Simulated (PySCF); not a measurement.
Species: C5H3F3O2.
Numbering: `[O:1]=[C:2]1[CH:3]=[CH:4][C@@H:5]1[O:6][C:7]([F:8])([F:9])[F:10]` (hydrogens: H11 on C3; H12 on C4; H13 on C5)

Structure optimised with GFN2-xTB, isolated species.

Q: List the bond lengths, angles and torsions at this level.

A: 
| bond | length (bohr) | order |
| --- | --- | --- |
| O1=C2 | 2.244 | double |
| C2–C3 | 2.789 | single |
| C3=C4 | 2.535 | double |
| C4–C5 | 2.858 | single |
| C5–O6 | 2.710 | single |
| O6–C7 | 2.492 | single |
| C7–F8, C7–F9 | 2.544 | single |
| C7–F10 | 2.501 | single |
| C2–C5 | 2.964 | single |
| C3–H11 | 2.029 | single |
| C4–H12 | 2.029 | single |
| C5–H13 | 2.064 | single |

Bonds in one row agree within 0.02 bohr and their mean is given. Orders are formal, as drawn. A selection of angles:
| angle | degrees |
| --- | --- |
| O1–C2–C3 | 138.0 |
| O1–C2–C5 | 133.9 |
| C3–C2–C5 | 87.9 |
| C2–C3–C4 | 93.1 |
| C3–C4–C5 | 95.4 |
| C4–C5–O6 | 115.0 |
| C2–C5–C4 | 83.3 |
| C2–C5–O6 | 114.6 |
| C5–O6–C7 | 116.3 |
| O6–C7–F8 | 113.3 |
| O6–C7–F10 | 109.8 |
| F8–C7–F9 | 104.8 |
| F8–C7–F10 | 107.1 |

Dihedral angles: O1–C2–C3–C4 -171° (antiperiplanar); C2–C3–C4–C5 -4° (synperiplanar); C3–C4–C5–O6 118° (anticlinal); C4–C5–O6–C7 130° (anticlinal); C5–O6–C7–F8 -59° (synclinal); O1–C2–C5–C4 172° (antiperiplanar).

The C–C distances run from 1.341 Å (C3=C4, drawn double) to 1.568 Å (C2–C5, drawn single), a spread of 0.227 Å. Of the pairs four or more bonds apart, F9···H13 is among the closest relative to their van der Waals radii: 2.51 Å, 94 % of the sum of Bondi's values. The C–F distances run from 1.323 Å (C7–F10, drawn single) to 1.350 Å (C7–F8, drawn single), a spread of 0.027 Å. The C–O distances run from 1.188 Å (O1=C2, drawn double) to 1.434 Å (C5–O6, drawn single), a spread of 0.246 Å. The 4-membered ring C2–C3–C4–C5 has internal angles of 83.3° to 95.4°; it is almost planar, 0.03 Å rms from its mean plane, widest ring torsion 4°.

Point group: C1 (no symmetry element, even within 0.4 Å). Stationary, but not proved a minimum. One conformer, not necessarily the lowest.

These are computed values.
